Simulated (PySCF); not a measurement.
Frontier orbitals and the lowest excitations

C6H10P (charge +1).
Cartesian coordinates in Å at the GFN2-xTB level; atoms count from 1:
```
atom  x, y, z in Å
C1     2.082   -0.180   -0.244
C2     0.626   -0.389   -0.082
C3    -0.305    0.593    0.058
C4    -0.105    2.070    0.099
P5    -1.910   -0.203    0.193
C6    -1.254   -1.859    0.077
C7     0.079   -1.750   -0.065
H8     2.431   -0.692   -1.141
H9     2.617   -0.615    0.600
H10    2.334    0.873   -0.316
H11    0.595    2.340    0.889
H12   -1.044    2.588    0.279
H13    0.310    2.430   -0.843
H14   -2.783    0.111   -0.822
H15   -2.584    0.055    1.363
H16   -1.835   -2.764    0.109
H17    0.739   -2.597   -0.161
```

Method used: TDDFT CAM-B3LYP/def2-SVPD, vertical, gas phase, core orbitals frozen in the response in PySCF 2.14.0, density-fitted response routines.

Frontier orbitals with the atoms that hold most of them (Löwdin shares over 4%, at most four atoms; ? is withheld):

| orbital | ε (eV) | atoms |
| --- | --- | --- |
| LUMO+2 | -3.15 | P5 36%, H15 18%, H14 17%, C6 9% |
| LUMO+1 | -3.79 | P5 41%, H14 12%, H15 12%, C3 10% |
| LUMO | -5.66 | ? |
| HOMO | ? | ? |
| HOMO-1 | -15.31 | C7 26%, C6 23%, C2 12%, C1 9% |
| HOMO-2 | -15.86 | C4 19%, C3 16%, P5 15%, C2 9% |
| HOMO-3 | -16.20 | C1 26%, C2 16%, H10 15%, C7 14% |

Question: Which atoms hold the HOMO, and with what shares?

Answer: C3 (bonded to 2 C and P) 28%; C6 (bonded to C, P and H) 19%; C2 (bonded to 3 C) 18%; C7 (bonded to 2 C and H) 9%.

Question: Give the leading atoms of the LUMO.

Answer: C7 (bonded to 2 C and H) 21%; C6 (bonded to C, P and H) 17%; C2 (bonded to 3 C) 15%; P5 (bonded to 2 C and 2 H) 14%. By element: carbon 53% or more, phosphorus 14%.

Question: What is the HOMO energy, and the HOMO–LUMO gap?

Answer: ε(HOMO) = -12.81 eV; the gap is 7.15 eV (0.2628 hartree).

Question: The HOMO–LUMO gap is 7.15 eV. Where does the response calculation put the lowest singlet, and from which orbitals?

Answer: S1 is at 3.92 eV (f = 0.044), 3.23 eV below the gap, made of HOMO→LUMO (98%). Without the coupling terms of the response equations the lowest excitation would equal the gap.

Question: Give energy, strength and leading configuration of S1, S2 and S4, and follow the Löwdin shares of the leading atoms from the occupied to the empty orbital.

Answer: 
- S1 (3.92 eV, f 0.044), HOMO→LUMO (98%): C3 28% → at most 14%, C6 19% → 17%, C7 9% → 21%
- S2 (5.59 eV, f 0.0007), HOMO→LUMO+1 (98%): C3 28% → 10%, C6 19% → at most 11%, P5 at most 10% → 41%, H14 at most 10% → 12%
- S4 (6.50 eV, f 0.0001), HOMO-2→LUMO (90%): C4 19% → at most 14%, C3 16% → at most 14%, C7 at most 9% → 21%, C6 at most 9% → 17%

Hardware: an Arm Neoverse V1 with one thread, no GPU, on a shared host. Cost: 42 s of wall time.
